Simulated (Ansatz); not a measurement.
Ge8BPH16, a doped cluster cut from the lattice of germanium (B and P 4.0 A apart). Charge 0, multiplicity 1. Geometry PBE-D4/def2-SVP, basis def2-TZVP, Ansatz.

```
atom   x (Å)   y (Å)   z (Å)
  B1   0.838   2.136  -0.379
 Ge2   1.757  -1.235   1.074
  P3  -0.604  -0.860  -1.895
 Ge4  -1.825   0.254   1.540
 Ge5   0.277   1.353  -2.190
 Ge6   1.014  -2.326  -0.990
 Ge7   2.397   1.069   0.471
 Ge8  -0.782   2.391   0.886
 Ge9  -0.235  -1.347   2.498
Ge10  -2.533  -0.853  -0.529
 H11   1.268   3.256  -0.658
 H12   2.869  -2.193   1.611
 H13  -1.002  -1.423  -3.151
 H14  -3.134   0.302   2.392
 H15   1.356   1.014  -3.268
 H16  -0.932   1.964  -2.969
 H17   2.051  -2.427  -2.146
 H18   0.257  -3.684  -0.885
 H19   3.655   0.858  -0.435
 H20   2.934   1.641   1.822
 H21  -0.452   3.048   2.263
 H22  -1.984   3.203   0.300
 H23   0.138  -0.903   3.940
 H24  -0.824  -2.790   2.579
 H25  -3.563  -0.094  -1.414
 H26  -2.942  -2.354  -0.468
```

```
run  HOMO (eV)  LUMO (eV)
  A      -6.09      -1.90
  B      -7.94      -0.32
  C      -7.05      -1.17
  D      -6.32      -1.71
  E      -9.38       0.85
```

LC-ωPBE has ω = 0.4 bohr⁻¹. Single mean-field runs in def2-TZVP are fitted with def2-universal-jkfit.

**Question.** The runs used BHLYP, LC-ωPBE, PBE, PBE0, r2SCAN. Estimate which is which.

**Answer.** A PBE (0 % exact exchange); B BHLYP (50 % exact exchange); C PBE0 (25 % exact exchange); D r2SCAN (0 % exact exchange); E LC-ωPBE (range-separated). Exact exchange lowers occupied and raises empty levels; among semilocal functionals meta-GGAs tend to open the gap a little, and such runs are hard to tell apart. The gap grows from 4.18 eV (PBE) to 10.23 eV (LC-ωPBE).
